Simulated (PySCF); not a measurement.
GeH2Br2, SMILES [GeH2]([Br])[Br].

Geometry optimised at B3LYP-D3(BJ)/def2-SVP.

Calculation: B3LYP-D3(BJ)/def2-SVP (PySCF 2.14.0).

Frequencies are harmonic and unscaled.

```json
[
 {"mode": "1", "ν (cm⁻¹)": "97", "IR (km/mol)": "1.0", "Raman (Å⁴/amu)": "3.6", "depolarisation": "0.66", "moving atoms (share of kinetic energy)": "Br 77 %, Ge 22 %"},
 {"mode": "2", "ν (cm⁻¹)": "289", "IR (km/mol)": "13.8", "Raman (Å⁴/amu)": "10.1", "depolarisation": "0.09", "moving atoms (share of kinetic energy)": "Br 55 %, Ge 44 %"},
 {"mode": "3", "ν (cm⁻¹)": "318", "IR (km/mol)": "55.0", "Raman (Å⁴/amu)": "3.3", "depolarisation": "0.75", "moving atoms (share of kinetic energy)": "Ge 58 %, Br 41 %"},
 {"mode": "4", "ν (cm⁻¹)": "480", "IR (km/mol)": "11.7", "Raman (Å⁴/amu)": "5.6", "depolarisation": "0.75", "moving atoms (share of kinetic energy)": "H 92 %"},
 {"mode": "5", "ν (cm⁻¹)": "633", "IR (km/mol)": "0.0", "Raman (Å⁴/amu)": "18.7", "depolarisation": "0.75", "moving atoms (share of kinetic energy)": "H 99 %"},
 {"mode": "6", "ν (cm⁻¹)": "761", "IR (km/mol)": "179.0", "Raman (Å⁴/amu)": "15.5", "depolarisation": "0.75", "moving atoms (share of kinetic energy)": "H 98 %"},
 {"mode": "7", "ν (cm⁻¹)": "848", "IR (km/mol)": "100.3", "Raman (Å⁴/amu)": "20.8", "depolarisation": "0.59", "moving atoms (share of kinetic energy)": "H 99 %"},
 {"mode": "8", "ν (cm⁻¹)": "2152", "IR (km/mol)": "55.9", "Raman (Å⁴/amu)": "274.7", "depolarisation": "0.06", "moving atoms (share of kinetic energy)": "H 99 %"},
 {"mode": "9", "ν (cm⁻¹)": "2171", "IR (km/mol)": "82.7", "Raman (Å⁴/amu)": "117.7", "depolarisation": "0.75", "moving atoms (share of kinetic energy)": "H 98 %"}
]
```
